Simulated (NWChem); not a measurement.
# What each level costs for HFSi

```
Si
F 1 1.6354
H 1 1.5468 2 96.80
```
Charge 0, spin multiplicity 1.

Everything below was run with NWChem. Structure: optimised with PBE0/def2-SVP, a minimum by its harmonic frequencies.

Basis set: def2-TZVP (74 functions). Each entry is one whole single-point run; the coupled-cluster runs use the TCE module, and the SCF and DFT modules converge to different thresholds.

The correlated methods keep 6 core orbitals frozen. B3LYP has NWChem's definition, with VWN1-RPA local correlation. The structure started from a generated list of species.

**Question.** Roughly how much processor time does each of these take, relative to RHF: MP2, B2PLYP, PBE, B3LYP, BHandHLYP, CR-CCSD(T)?

**Answer.** PBE about the same, within a factor of 3; B3LYP about the same, within a factor of 3; BHandHLYP about the same, within a factor of 3; MP2 about the same, within a factor of 3; B2PLYP about the same, within a factor of 3; CR-CCSD(T) about 9 (rough ratios from shared machines).
